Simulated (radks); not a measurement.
Neutral thallium inside a hard spherical wall (all orbitals vanish at R), configuration held at [Hg] 6p1 and not refilled when levels cross. Method: scalar-relativistic Kohn-Sham, LDA (Slater exchange, Perdew-Wang correlation), spin-polarised, spherical densities, finite nucleus; open shells are filled with parallel spins first (spin-orbit coupling, left out, can overturn this in heavy ions); Fermi nuclear charge, rms radius 5.4759 fm; computed with a radial shooting solver on a logarithmic mesh with Libxc functionals. Eigenvalues in eV for spin up, with the zero of energy where the potential of the charges vanishes at infinity; a dash marks a level that is unbound or too diffuse for the functional's potential to be trusted. A positive occupied level is held by the wall or, in an anion where self-interaction has pushed it up, behind a barrier. The pressure on the wall is -dE/dV.

| R (bohr) | E (hartree) | kinetic (hartree) | e(5p) | e(5d) | e(6s) | e(6p) | e(7s, empty) | e(6d, empty) | pressure (GPa) |
|---|---|---|---|---|---|---|---|---|---|
| free | -20229.7447 | 22764.373 | -76.234 | -15.629 | -9.973 | -2.773 | -0.483 | - | 0 |
| 15 | -20229.7447 | 22764.374 | -76.231 | -15.627 | -9.971 | -2.771 | -0.372 | 0.915 | 0.000121 |
| 10 | -20229.7436 | 22764.382 | -76.136 | -15.533 | -9.893 | -2.681 | 0.514 | 2.020 | 0.0225 |
| 7 | -20229.7286 | 22764.464 | -75.577 | -14.992 | -9.449 | -1.983 | 4.262 | 4.941 | 0.728 |
| 6 | -20229.7014 | 22764.606 | -74.973 | -14.416 | -8.942 | -1.084 | 8.186 | 7.535 | 2.93 |
| 5 | -20229.6135 | 22765.047 | -73.647 | -13.175 | -7.688 | 1.084 | 16.499 | 12.668 | 14.6 |
| 4 | -20229.2687 | 22766.670 | -70.288 | -10.077 | -3.906 | 7.087 | 36.451 | 24.481 | 97.8 |
| 3 | -20227.4634 | 22774.442 | -60.051 | -0.296 | 10.886 | 28.191 | 95.074 | 58.531 | 1040 |
| 2.5 | -20223.9036 | 22788.704 | -47.386 | 13.017 | 34.561 | 59.575 | 170.25 | 102.03 | 4410 |
| 2 | -20212.2625 | 22832.254 | -20.003 | 44.986 | 99.231 | 139.23 | 339.61 | 200.23 | 24400 |
